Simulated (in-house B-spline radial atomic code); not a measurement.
Whole-atom quantities along the 52-electron series, configuration 1s2 2s2 2p6 3s2 3p6 3d10 4s2 4p6 4d10 5s2 5p1/2(2) 5p3/2(2). Breit and QED terms are first order and not part of the total energy; the density at the nucleus is averaged over the nuclear charge. Computed with a B-spline radial code for spherical atoms: Dirac-Hartree-Fock, jj configuration that fills j = l - 1/2 first, finite nuclei.

```
 ion   Z  E/Z² (Eh)  Σ<r²> (bohr²)  n(0)/Z³ (bohr⁻³)  Lamb diamagnetic shielding (ppm)  repulsion over attraction  Breit energy (eV)  self-energy (eV)  vacuum polarisation (eV)
  Te  52    -2.5125         62.304             1.551                            5634.8                    0.15317             136.45            104.43                   -13.726
  I+  53          ?              ?                 ?                                 ?                          ?                  ?                 ?                         ?
Xe2+  54    -2.5534         43.115            1.6448                           5939.24                    0.15009             155.39            119.47                   -16.174
Cs3+  55          ?              ?                 ?                                 ?                          ?                  ?                 ?                         ?
Ba4+  56    -2.5932         33.442            1.7469                           6245.98                    0.14675             176.12            136.11                   -18.971
La5+  57    -2.6126         30.057             1.802                           6400.53                    0.14503             187.19            145.07                   -20.514
Ce6+  58    -2.6318         27.261            1.8594                           6555.97                     0.1433             198.75            154.47                   -22.161
```

Task: Fill in the row of I+.

Result: E/Z² (Eh): -2.5331; Σ<r²> (bohr²): 50.645; n(0)/Z³ (bohr⁻³): 1.5977; Lamb diamagnetic shielding (ppm): 5786.83; repulsion over attraction: 0.15168; Breit energy (eV): 145.7; self-energy (eV): 111.76; vacuum polarisation (eV): -14.909.

Task: Fill in the row of Cs3+.

Result: E/Z² (Eh): -2.5734; Σ<r²> (bohr²): 37.656; n(0)/Z³ (bohr⁻³): 1.6952; Lamb diamagnetic shielding (ppm): 6092.25; repulsion over attraction: 0.14844; Breit energy (eV): 165.52; self-energy (eV): 127.59; vacuum polarisation (eV): -17.526.

Task: With what power of Z does the column «Breit energy (eV)» change over this range?

Result: A fit of the logarithm of its size against log Z from Z = 52 to 58 has slope 3.44.
